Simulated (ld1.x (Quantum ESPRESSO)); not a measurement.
# What one change does to a pseudopotential (Re (Z = 75), TM)

Re (Z = 75), norm-conserving Troullier–Martins (Kleinman–Bylander form), made with ld1.x (Quantum ESPRESSO) 7.5 (LDA (PZ), scalar-relativistic). Core [Kr] 4d10 4f14, reference 5s2 5p6 5d5 6s0 6p0 (charge +2). Waves: 5s (bound): rc 1.60 bohr; 5p (bound): rc 2.05 bohr; 5d (bound): rc 2.05 bohr. Local part: all-electron potential smoothed inside 1.60 bohr (lloc = -1). Core correction: a·sin(br)/r model core, default radius (core density twice the valence density).

Change: all radii but the core radius scaled by about 1.15 (s 1.84, p 2.36, d 2.36 bohr); local potential all-electron potential smoothed inside 1.84 bohr (lloc = -1).

Cutoffs: the cutoffs (Ry, on a coarse ladder) from which the occupation-weighted sum of valence levels, in a spherical-Bessel basis at the reference potential, stays within 10 and 1 mRy of its value at 400 Ry; they do not see the model core or the augmentation charge, which bear on the density cutoff. Errors are all-electron minus pseudo energies relative to the spin-unpolarised reference configuration.

Task: Predict the effect on cutoff, ghosts and configuration errors.

Result: The potential gets softer (60 Ry and 80 Ry → 35 Ry and 60 Ry); of the 9 tests that both files solve, the error grows in 8 and shrinks in 1 by more than 15 % and 0.3 meV (median size 88.5 → 1266.6 meV); neither file shows a bound ghost. A larger radius leaves more room for a smooth pseudo-wave, so fewer plane waves are needed.

| quantity | base | changed |
| --- | --- | --- |
| cutoff, loose | 60 Ry | 35 Ry |
| cutoff, tight | 80 Ry | 60 Ry |
| loose cutoff by channel (10 mRy a level) | s 40 Ry, p 21 Ry, d 30 Ry | s 30 Ry, p 21 Ry, d 25 Ry |
| bound ghosts | none | none |
| error for 5s2 5p6 5d5 6s2 6p0, meV [ΔE -26.20 eV] | +124 | -2085 |
| error for 5s2 5p6 5d5 6s1 6p0, meV [ΔE -16.68 eV] | +81 | -1267 |
| error for 5s2 5p6 5d4 6s0 6p0, meV [ΔE 27.44 eV] | -9.6 | -5.8 |
| error for 5s2 5p6 5d5 6s1 6p1, meV [ΔE -21.33 eV] | +120 | -784 |
| error for 5s2 5p6 5d6 6s1 6p0, meV [ΔE -25.23 eV] | +56 | -916 |
| error for 5s2 5p6 5d5 6s1.5 6p0, meV [ΔE -22.29 eV] | +106 | -1726 |
| error for 5s2 5p6 5d5.5 6s1.5 6p0, meV [ΔE -25.80 eV] | +88 | -1463 |
| error for 5s2 5p6 5d5 6s0 6p0 (spin-polarised), meV [ΔE -3.67 eV] | +44 | +88 |
| error for 5s2 5p6 5d5 6s2 6p0 (spin-polarised), meV [ΔE -29.31 eV] | +155 | -1927 |
